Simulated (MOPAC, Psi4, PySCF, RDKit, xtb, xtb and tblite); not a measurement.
Two geometries of C3H8O2SeSi, SMILES O=C([SiH2]C[SeH])OC, relaxed at GFN2-xTB with one dihedral held; other torsions can differ between them too.

Structure A

```
15

C      2.9432    -2.4069     6.4910
O      1.7862    -2.0873     5.7506
C      1.9102    -1.5265     4.5389
O      0.9617    -0.9312     4.0815
Si     3.4488    -1.8997     3.4263
C      3.0087    -1.2092     1.7168
Se     2.6259     0.7277     1.8198
H      2.5886    -2.8669     7.4118
H      3.5115    -1.5057     6.7304
H      3.5870    -3.1098     5.9562
H      4.6396    -1.2488     3.9755
H      3.5958    -3.3602     3.3730
H      2.1345    -1.6833     1.2729
H      3.8413    -1.3012     1.0201
H      1.4735     0.5803     2.6614
```

Structure B

```
15

C      2.5072    -4.1018     0.4736
O      2.1950    -2.7534     0.1526
C      1.2519    -2.5105    -0.7915
O      1.1916    -3.1405    -1.8169
Si    -0.2266    -1.4994    -0.1027
C      0.4334    -0.2857     1.2065
Se     1.7301    -1.1980     2.3861
H      1.9001    -4.4029     1.3296
H      3.5630    -4.1473     0.7368
H      2.3077    -4.7488    -0.3831
H     -0.9318    -0.8181    -1.1836
H     -1.0411    -2.5300     0.5520
H     -0.3741     0.0697     1.8431
H      0.9378     0.5740     0.7664
H      1.5024    -0.2981     3.5146
```

Task: Which is lower in energy at the level Psi4 with B3LYP-D3(BJ)/def2-SVP // GFN2-xTB, and by how much?

Result: A is lower, by 17.16 kJ/mol (dihedral C1–O2–C3–Si5: 30° in A, 120° in B).

E(B) − E(A) in kJ/mol at the other levels, on the same two geometries: GFN2-xTB (xtb and tblite) 5.49; B3LYP/def2-SVP // GFN2-xTB (Psi4) 17.31; PBE/def2-SVP // GFN2-xTB (Psi4) 20.03; PBE-D3(BJ)/def2-SVP // GFN2-xTB (Psi4) 19.97; UFF // GFN2-xTB (RDKit) 21.98; PM3, restricted, heats of formation // GFN2-xTB (MOPAC) -3.77; PM7, restricted, heats of formation // GFN2-xTB (MOPAC) -19.41; GFN1-xTB // GFN2-xTB (xtb) 6.11; restricted B3LYP/6-31G*, spherical d, density fitting // GFN2-xTB (PySCF) 16.24; restricted B3LYP/3-21G, density fitting // GFN2-xTB (PySCF) 6.46; restricted MP2 (frozen core)/6-31G*, spherical d // GFN2-xTB (PySCF) 13.26; restricted Hartree-Fock/STO-3G // GFN2-xTB (PySCF) 20.13.
